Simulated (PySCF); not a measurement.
# Broadened absorption spectrum of C4H3F2NOSe

Species: C₄H₃F₂NOSe.
Bonds: F1–C2, C2–F3, C2–O4, O4–C5, C5–C6 (aromatic), C6–C7 (aromatic), C7–Se8 (aromatic), Se8–N9 (aromatic), C5–N9 (aromatic). Hydrogens: H10 on C2; H11 on C6; H12 on C7.

Computed, not measured: TDDFT CAM-B3LYP/def2-SVPD, vertical, gas phase, core orbitals frozen in the response in PySCF 2.14.0, density-fitted response routines. Geometry: PBE0-D3(BJ)/def2-SVP, one conformer, isolated molecule. Relativistic effects, spin–orbit coupling among them, are left out although an element past zinc is present.

Broadening: Gaussians 0.4 eV wide at half height, area fixed by f = 4.319×10⁻⁹ ∫ε dν̃. The width is an assumption, not a result. The curve ends short of the highest state used, and states not computed would add to its high-energy end.

| E (eV) | ε (L mol⁻¹ cm⁻¹) |
| --- | --- |
| 4.41 | 2 |
| 4.45 | 5 |
| 4.49 | 12 |
| 4.54 | 34 |
| 4.58 | 74 |
| 4.62 | 150 |
| 4.66 | 288 |
| 4.70 | 527 |
| 4.74 | 914 |
| 4.78 | 1503 |
| 4.83 | 2594 |
| 4.87 | 3779 |
| 4.91 | 5215 |
| 4.95 | 6817 |
| 4.99 | 8438 |
| 5.03 | 9890 |
| 5.08 | 11168 |
| 5.12 | 11572 |
| 5.16 | 11350 |
| 5.20 | 10536 |
| 5.24 | 9257 |
| 5.28 | 7697 |
| 5.32 | 6057 |
| 5.37 | 4155 |
| 5.41 | 2892 |
| 5.45 | 1911 |
| 5.49 | 1206 |
| 5.53 | 742 |
| 5.57 | 470 |
| 5.61 | 344 |
| 5.66 | 340 |
| 5.70 | 433 |
| 5.74 | 599 |
| 5.78 | 828 |
| 5.82 | 1106 |
| 5.86 | 1412 |
| 5.90 | 1714 |
| 5.95 | 2033 |
| 5.99 | 2197 |
| 6.03 | 2253 |
| 6.07 | 2193 |
| 6.11 | 2026 |
| 6.15 | 1778 |
| 6.20 | 1407 |

Q: Locate the maxima and give the states behind the curve.

A: 242 nm (5.13 eV), ε about 12000, made up of S2 (98%); 206 nm (6.03 eV), ε about 2300, made up of S4 (97%) (ε in L mol⁻¹ cm⁻¹; maxima over ε = 5, shares over 10%). The states used: S1 5.01 eV (f 0.0043); S2 5.13 eV (f 0.168); S3 5.81 eV (f 0.0010); S4 6.03 eV (f 0.032); S5 6.24 eV (f 0.0015); S6 6.80 eV (f 0.012).

Q: On this curve, what absorbance would a 10⁻⁴ mol/L sample give at 280 nm over a 1 cm path?

A: 280 nm is 4.428 eV, where ε is about 3.1 L mol⁻¹ cm⁻¹, so A = ε c l ≈ 0.00031 (Beer–Lambert, with the gas-phase spectrum and the assumed width).

Q: Coming from long wavelengths, where does ε first pass 100 L mol⁻¹ cm⁻¹?

A: At about 270 nm (4.60 eV), 0.41 eV below S1.

Q: What would ε be at 5.13 eV, the highest of these maxima, with half the width (0.2 eV)?

A: About 22900 L mol⁻¹ cm⁻¹ against 11600, a factor of about 1.98; a lone state at its own centre would give exactly 2.
